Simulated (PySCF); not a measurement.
## Mayer bond orders and bond lengths

Compound: C5H3F3S.
Atom-mapped SMILES: `[F:1][C:2]([F:3])([F:4])[c:5]1[cH:6][cH:7][s:8][cH:9]1` (hydrogens: H10 on C6; H11 on C7; H12 on C9)

Cartesian coordinates in Å at the PBE0-D3(BJ)/def2-SVP level; atoms count from 1:
```xyz
12
C5H3F3S angstrom
F     -1.8004   -1.4796    0.8264
C     -1.6523   -0.3960    0.0562
F     -2.4865    0.5425    0.5100
F     -2.0610   -0.7383   -1.1709
C     -0.2353    0.0784    0.0494
C      0.8689   -0.7596   -0.2832
C      2.0563   -0.0830   -0.2322
S      1.8346    1.5605    0.2181
C      0.1401    1.3633    0.3446
H      0.7789   -1.8144   -0.5443
H      3.0557   -0.4658   -0.4344
H     -0.5040    2.1935    0.6291
```

Bond orders from the PBE0/pcSseg-1 density (PySCF). Isolated species at its PBE0-D3(BJ)/def2-SVP geometry, gas phase.

Task: How far do the computed orders between heavy atoms stray from the drawn ones?

Result: The largest departure is 0.321, at C7–S8 (drawn aromatic, 1.179), counting aromatic bonds as 1.5. The bonds drawn aromatic range from 1.18 to 1.58.

Task: Set the Mayer orders of the bonds beside their lengths.

Result: 
```tsv
bond	drawn as	length (Å)	Mayer order
F1–C2	single	1.338	1.002
C2–F3	single	1.335	0.995
C2–F4	single	1.338	1.007
C2–C5	single	1.494	0.983
C5–C6	aromatic	1.426	1.218
C6–C7	aromatic	1.368	1.577
C7–S8	aromatic	1.718	1.179
S8–C9	aromatic	1.711	1.200
C9–C5	aromatic	1.371	1.541
C6–H10	single	1.090	0.974
C7–H11	single	1.089	0.948
C9–H12	single	1.089	0.962
```

By pair of heavy elements: C–F: all 3 within 0.02 of one another (0.995 to 1.007). C–C: lowest C2–C5 (0.983, 1.494 Å), highest C6–C7 (1.577, 1.368 Å). C–S: lowest C7–S8 (1.179, 1.718 Å), highest S8–C9 (1.200, 1.711 Å).

Task: Sum the orders of all bonds at each heavy atom with more than one neighbour and set the sums beside the valence in the SMILES.

Result: C2 3.987 (drawn 4), C5 3.742 (drawn 4), C6 3.769 (drawn 4), C7 3.704 (drawn 4), S8 2.379 (drawn 2), C9 3.703 (drawn 4). Orders between atoms that aren't bonded are not in these sums.

Mayer orders depend on the basis set.

These values come from a run that also computed NMR shieldings. On one thread of an Arm Neoverse V1, no GPU, shared host, this took 22 s of wall time.
